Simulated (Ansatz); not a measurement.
Consider the cleavage of the P–Si bond: `[OH][AlH][SiH2]P` + `[PH2][GaH2]` → `P[PH][GaH2]` + `[OH][AlH][SiH3]`.

Program: Ansatz. Geometries: PBE0-D4/def2-TZVP. ΔE: electronic, gas phase. CCSD(T)/CBS adds triple-zeta CCSD(T) − MP2 to the extrapolated MP2 energy (def2 sets, frozen cores). DFT in def2-TZVPP. For Ga outer-core shells are correlated without core-valence functions, which leaves a few kJ/mol of doubt a bond. Scalar relativity is left out up to krypton. Each species was taken in one conformer, which may not be the lowest.

`[OH][AlH][SiH2]P`:

Z-matrix (Å, degrees):
```
Si
Al 1 2.436
P 1 2.276 2 110.2
H 1 1.490 2 114.2 3 119.2
H 1 1.492 2 113.0 3 -117.5
O 2 1.698 1 115.7 3 -91.6
H 2 1.590 1 124.8 3 82.9
H 3 1.422 1 94.8 2 -46.5
H 3 1.422 1 94.8 2 47.2
H 6 0.956 2 123.4 1 174.9
```

`[PH2][GaH2]`:

Cartesian coordinates in Å:
```
P 0.560 -1.080 -0.685
Ga -0.484 0.367 0.780
H 1.718 -0.279 -0.860
H -0.108 -0.602 -1.842
H -2.033 0.587 0.663
H 0.348 1.008 1.944
```

`P[PH][GaH2]`:

```xyz
8

P    -0.611    0.995    0.326
P    -0.931   -0.939   -0.750
Ga    1.139   -0.889    0.380
H    -0.975    1.953   -0.644
H    -1.764    1.051    1.138
H    -0.354   -0.396   -1.932
H     1.083   -1.354    1.873
H     2.414   -0.421   -0.390
```

`[OH][AlH][SiH3]`:

```xyz
8

O     0.252    0.737    2.042
Al    0.638   -0.301    0.753
Si   -0.640    0.019   -1.309
H     0.693    0.702    2.890
H     1.782   -1.386    0.957
H    -1.242   -1.268   -1.762
H     0.255    0.484   -2.409
H    -1.737    1.014   -1.163
```

```tsv
level	ΔE (kJ/mol)
r2SCAN-D4	18.7
MP2/def2-QZVPP	15.2
```

(1) What does CCSD(T)/CBS give? (Estimate.)

Largest T1 diagnostic among the species: 0.014.

Answers

(1) The calculation gave: +18.3 kJ/mol. The listed levels differ from it by 0.4, -3.1 kJ/mol.

At CCSD(T), def2-SVP lies +11.8 kJ/mol from the extrapolated value and def2-TZVPP +3.9 kJ/mol. Leaving LDA and LC-ωPBE aside and taking each functional with its dispersion term where it has one, the values, not all of them listed here, spread over 8.3 kJ/mol, from revPBE-D4 to CAM-B3LYP-D4. LDA lies −10.1 kJ/mol from PBE without D4. The D4 term adds −4.2 kJ/mol with B3LYP and −1.9 kJ/mol with PBE0; it sums over pairs of atoms, weighted by their polarisabilities, and B3LYP, whose exchange is more repulsive, gets the larger term.

B3LYP here is the variant with VWN-RPA as its local correlation; programs differ in this.
